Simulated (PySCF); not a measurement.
# BiB: one state, many levels of theory

State: ³Π (triplet), unpaired electrons σ ↑, π ↑. Set-up: PySCF, scalar-relativistic core potentials, basis sets Bi aug-cc-pVDZ-PP with ECP60, B aug-cc-pVDZ. De refers to Bi + B in their high-spin ground configurations, without counterpoise correction. The functionals are run spin-unrestricted. A positive dipole means Bi(−)B(+). Levels whose curve was spin-contaminated or gave no clean fit are not listed.

```
    Level  Re (Å)  ωe (cm⁻¹)  De (eV)  μ (D)  CPU s a point (SCF and correlation, without the integrals)
      PBE   2.167        599     2.48  -1.37                                                        0.42
   r²SCAN   2.153        618     2.17  -1.13                                                         1.3
    B3LYP   2.166        595     2.09  -1.19                                                        0.61
     PBE0   2.145        623     2.10  -1.20                                                        0.84
     MN15   2.148        602     2.09  -0.94                                                        0.79
BHandHLYP   2.148        611     1.66  -0.94                                                        0.49
```

What does a quarter of exact exchange do here, going from PBE to PBE0?

PBE0 less PBE: -2.2 pm in Re, +4.0 % in ωe, -0.38 eV in De. Exact exchange removes part of the self-interaction that spreads semilocal densities, and in most molecules shortens and stiffens the bond and lowers De; so it does here.

What does the step from GGA to meta-GGA do here, going from PBE to r²SCAN?

r²SCAN less PBE: -1.4 pm in Re, +3.2 % in ωe, -0.31 eV in De. 

Spin–orbit coupling is left out, which matters for elements this heavy, above all for dissociation energies. The state is the lowest determinant that a PBE0 search found; another state may lie lower at other levels.

The whole job (state search and all levels along the bond) took about 2.5 min on 1 thread of AMD EPYC 9R14 (shared host), peak memory 0.76 GiB.
